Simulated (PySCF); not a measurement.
IO₂F₃ at several levels of theory

All levels use the PBE0 minimum (singlet; I–F 1.894 Å, I–F 1.909 Å (×2), I–O 1.777 Å (×2); F–I–F 82.5° (×2), F–I–F 165.0°, F–I–O 92.9° (×4), F–I–O 112.9° (×2), O–I–O 134.2°), basis [I def2-SVP with ECP28, O def2-SVP, F def2-SVP], scalar-relativistic core potentials, density fitting, no spin–orbit coupling, PySCF. For vertical energies the ionised species is a doublet (spins chosen at PBE0 and kept) and the electron-attached one a doublet. Atomisation goes to high-spin ground-configuration atoms, without zero-point energy. Open shells are unrestricted, also as the reference of the correlated levels. A dash marks a value that was not computed or is not defined at that level.

```xyz
6
charge 0 multiplicity 1, angstrom
I    -0.1080    0.0000    0.0000
O    -0.7993    1.6372    0.0000
O    -0.7993   -1.6372    0.0000
F     0.1409    0.0000    1.8923
F     0.1409    0.0000   -1.8923
F     1.7862    0.0000    0.0000
```

| level | atomisation (kJ/mol) | vertical IP (eV) | vertical EA (eV) | −ε(HOMO) (eV) | gap (eV) | dipole (D) |
| --- | --- | --- | --- | --- | --- | --- |
| PBE0 | 998 | 13.00 | 2.91 | 10.70 | 5.37 | 0.08 |
| HF | -145 | 12.06 | 2.48 | 15.65 | 14.47 | 0.19 |
| MP2 | – | 13.57 | 2.21 | – | – | – |
| PBE | 1283 | 12.17 | 2.56 | 8.60 | 2.52 | 0.04 |
| r2SCAN | – | 12.64 | – | 9.25 | 3.09 | 0.06 |

Spin contamination in at least one species weakens the values at: HF, MP2.

Without diffuse functions attachment energies tend to come out too low.
